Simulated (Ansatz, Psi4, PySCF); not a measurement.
System: B$_{2}$F$_{3}$, charge 0, multiplicity 2. SMILES: F[B]B(F)F
Coordinates optimised at B3LYP-D3(BJ)/def2-TZVP (Ansatz, an electronic-structure program):
```
B
F 1 1.3291
F 1 1.3291 2 117.62
B 1 1.6631 2 120.74 3 -169.25
F 4 1.2931 1 141.53 2 -95.54
```
Charge 0, spin multiplicity 2.

Quantity: atomisation energy, in kcal/mol. Set-up: six Cartesian d functions in 6-31G* and its kin unless marked 5d; 6-311+G** with 5d; no spin-orbit coupling; atomisation electronic, to ground-state atoms; valence correlation only; LANL2DZ all-electron up to Ne; UHF or UKS for open shells; non-relativistic; dispersion terms only where a functional's name holds one. CBS marks a two-point X^-3 extrapolation of the correlation energy; Hartree-Fock from the larger set. [CCSD(T)-MP2]/basis is that difference in the basis named. First-principles rows: single points at B3LYP-D3(BJ) geometries (Ansatz).

Coupled cluster (Ansatz) is a level with limits of its own, used here on species with T1 under 0.025 (0.045 for open shells) and stable references: RI-MP2/CBS(cc-pVTZ,cc-pVQZ)+[CCSD(T)-MP2]/cc-pVTZ.

Value to compare with, RI-MP2/CBS(cc-pVTZ,cc-pVQZ)+[CCSD(T)-MP2]/cc-pVTZ (Ansatz): 525.0 kcal/mol.

| level | program | atomisation energy (kcal/mol) | difference |
|---|---|---|---|
| HF/LANL2DZ | Ansatz | 325.2 | -199.8 |
| PBE/STO-3G | Ansatz | 642.5 | 117.5 |
| PBE/6-31G* | Ansatz | 563.7 | 38.7 |
| B3LYP/6-31G | Ansatz | 489.8 | -35.2 |
| B3LYP/6-31G* | Ansatz | 536.1 | 11.1 |
| B3LYP/def2-SVP | Ansatz | 541.0 | 16.0 |
| M06-2X/6-31G* (5d) | PySCF | 540.8 | 15.8 |
| M06-2X/6-311+G** | PySCF | 522.6 | -2.4 |
| wB97X-D/6-311+G** | Psi4 | 516.1 | -8.9 |
| MP2/STO-3G | Ansatz | 484.6 | -40.4 |
| MP2/3-21G | Ansatz | 485.8 | -39.2 |
| MP2/LANL2DZ | Ansatz | 429.3 | -95.7 |
| MP2/6-311+G** | Ansatz | 517.8 | -7.2 |
| B2PLYP-D3(BJ)/def2-TZVPD | Ansatz + dftd3 | 528.9 | 3.9 |

Among the 13 habitual levels, HF/LANL2DZ lies farthest from RI-MP2/CBS(cc-pVTZ,cc-pVQZ)+[CCSD(T)-MP2]/cc-pVTZ (Ansatz) (-199.8 kcal/mol) and M06-2X/6-311+G** nearest (-2.4); 5 of 13 lie above it, and their mean absolute difference is 48.3 kcal/mol, the median 35.2. One case shows no general order.

The levels are drawn from those run, B3LYP/6-31G* more often than the rest, none by its result; runs whose electronic state is in doubt are left out.
